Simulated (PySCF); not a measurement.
Compound: C7H7Cl.
Cartesian coordinates in Å at the GFN2-xTB level; atoms count from 1:
```xyz
15
C7H7Cl angstrom
C      0.1383    1.7809   -0.9565
C      0.1807    0.6185   -0.3296
C      1.2613   -0.2725    0.1959
C      2.5808   -0.2655    0.2433
C      0.1794   -1.1681    0.6374
Cl     0.2022   -2.6620    1.4498
C     -0.8085   -0.3661    0.1621
C     -2.2837   -0.4167    0.1319
H      1.0389    2.3144   -1.2054
H     -0.7953    2.2367   -1.2391
H      3.1306   -1.0710    0.6999
H      3.1521    0.5450   -0.1743
H     -2.6414   -0.3734   -0.8971
H     -2.6410   -1.3325    0.5968
H     -2.6987    0.4404    0.6629
```

Probes without a nucleus sit at each ring's centroid and 1 Å off its mean plane on both sides; NICS is minus the shielding there, NICSzz its component along the normal. Level: GIAO PBE0/pcSseg-1 (PySCF, non-relativistic, gas phase) on the GFN2-xTB geometry, one conformer.

Ring bond lengths (Å), with Mayer bond orders in brackets: C2–C3 1.496 (0.95), C3–C5 1.472 (0.95), C5–C7 1.358 (1.49), C7–C2 1.480 (1.01).

Problem. What do the NICS probes read (ppm)?

Solution. 
```csv
ring,type,NICS(0),"NICS(1), two faces","NICS(1)zz, two faces",rms pucker (Å),"centre to ring atoms, mean (Å)"
C2–C3–C5–C7,"4-membered carbocycle; formal bonds 1 double, 3 single",1.9,-3.3 / -3.3,2.3 / 2.3,0.00,1.03
```

Problem. What can be read from them?

Solution. 
- C2–C3–C5–C7: mean NICS(1)zz 2.3 ppm, near zero. NICS(0) lies 5 ppm above the mean NICS(1).

Problem. How equal are the bonds by HOMA? HOMA takes Krygowski's 1993 parameters.

Solution. 
- C2–C3–C5–C7: HOMA -0.81 = 1 − EN − GEO, with mean bond length 1.452 Å, EN = α(Ropt − mean)² = 1.042 and GEO = α × variance = 0.766.

Problem. List the ring angles and the Hirshfeld charges of the ring atoms.

Solution. 
- C2–C3–C5–C7: C2 88.3° (-0.007 e), C3 86.4° (-0.015 e), C5 94.0° (+0.006 e), C7 91.3° (+0.015 e); sum 360.0° against 360° for a flat convex ring.

Problem. What are the shieldings of the ring atoms and their hydrogens in the same run (means over atoms taken as equivalent)?

Solution. 
```tsv
atoms	environment	σ isotropic (ppm)	principal values of the symmetric part, first atom (ppm)
C2	fully substituted alkene carbon	33.5	-72.0, 33.8, 138.7
C3	fully substituted alkene carbon	30.5	-69.7, 41.1, 120.1
C5	vinylic C–Cl carbon	33.2	-57.2, 49.0, 107.9
C7	fully substituted alkene carbon	23.3	-72.7, 15.6, 126.9
```
